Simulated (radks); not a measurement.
Pt12+, configuration [Kr] 4d10 4f14 5s2 5p4. Calculated with a radial shooting solver on a logarithmic mesh with Libxc functionals: scalar-relativistic Kohn-Sham, LDA (Slater exchange, Perdew-Zunger correlation), spin-polarised, spherical densities, point nucleus; open shells are filled with parallel spins first (spin-orbit coupling, left out, can overturn this in heavy ions).

Unscreened Slater integrals over Kohn-Sham orbitals (eV). They are taken over the spin-up orbitals.

F0(5p,5p): 24.613
F2(5p,5p): 13.435
F0(5p,4f): 29.879
F2(5p,4f): 9.8658
G2(5p,4f): 3.7428
G4(5p,4f): 3.2353
F0(5p,5s): 25.758
G1(5p,5s): 17.461
F0(4f,4f): 49.348
F2(4f,4f): 24.597
F4(4f,4f): 15.679
F6(4f,4f): 11.353
F0(4f,5s): 32.358
G3(4f,5s): 4.5470
F0(5s,5s): 27.160

Derived for the open shells (J is the average intra-shell exchange parameter used in DFT+U). 5p: J = F2/5 = 2.687 eV.
